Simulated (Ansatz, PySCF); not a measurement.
(1S)-1-bromo-1-chloroethane (C₂H₄BrCl), SMILES [C@@H](C)(Br)Cl. Atoms are numbered in the order given.

```xyz
8

C     -1.6576    -1.0291     0.2938
C     -0.2117    -0.6542     0.4845
Cl     0.8518    -1.6970    -0.4850
Br     0.0800     1.2237     0.0479
H     -1.9532    -0.9019    -0.7568
H     -1.8022    -2.0825     0.5775
H     -2.2981    -0.3960     0.9244
H      0.1166    -0.7531     1.5255
```

Geometry optimised at PBE0-D3(BJ)/def2-SVP.

Two levels are set side by side: PBE-D3(BJ)/def2-SVP (Ansatz, a first-principles code) and PBE0-D3(BJ)/def2-SVP (Ansatz). Each level has its own optimised geometry; the coordinates shown are those of the second. Frequencies come from the Hessian of PySCF at each geometry. Differences are taken from unrounded values.

| quantity | PBE0-D3(BJ) | PBE-D3(BJ) | PBE-D3(BJ) minus PBE0-D3(BJ) |
|---|---|---|---|
| mean bond length (Å) | 1.375 | 1.387 | 0.012 |
| bond C1–C2 (Å) | 1.506 | 1.513 | 0.007 |
| bond C2–Cl3 (Å) | 1.777 | 1.794 | 0.016 |
| bond C2–Br4 (Å) | 1.950 | 1.976 | 0.026 |
| bond C1–H5 (Å) | 1.099 | 1.107 | 0.008 |
| bond C1–H6 (Å) | 1.100 | 1.109 | 0.008 |
| bond C1–H7 (Å) | 1.099 | 1.108 | 0.008 |
| bond C2–H8 (Å) | 1.096 | 1.104 | 0.008 |
| highest harmonic wavenumber (cm⁻¹) | 3188 | 3097 | -91 |
| mean harmonic wavenumber (cm⁻¹) | 1390 | 1342 | -49 |
| zero-point energy (kcal/mol) | 35.77 | 34.52 | -1.25 |

GGA bonds tend to be longer and softer than those of functionals with exact exchange. Differences between two approximate levels are no errors against the true value.
